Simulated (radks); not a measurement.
Values are calculated unless marked as measured or tabulated.
The mean radii <r> (bohr) of the occupied orbitals of an atom or ion are listed with their occupations. Code: a radial shooting solver on a logarithmic mesh with Libxc functionals. Model: Dirac Kohn-Sham, relativistic LDA (MacDonald-Vosko exchange, VWN5 correlation), spin-unpolarised, spherical densities, finite nucleus; Fermi nuclear charge, rms radius of each element as measured or else 0.836 A^(1/3) + 0.57 fm.

orbital  occ.      <r>
1s1/2       2  0.03197
2s1/2       2   0.1379
2p1/2       2   0.1169
2p3/2       4   0.1218
3s1/2       2   0.3625
3p1/2       2   0.3508
3p3/2       4   0.3598
3d3/2       4   0.3241
3d5/2       2   0.3268

Name the element and its charge. Open shells, if any, fill j = l - 1/2 first.

Answer. Z = 46, palladium, charge +22: Pd22+ in [Ar] 3d6. The 1s radius gives Z: for a bare nucleus <r> = (2 gamma + 1)/(2Z) with gamma = sqrt(1 - (Z/c)^2), 0.03135 bohr for Z = 46, and screening makes it slightly larger (0.03197 here). The occupations add up to 24, and the charge is Z minus that.
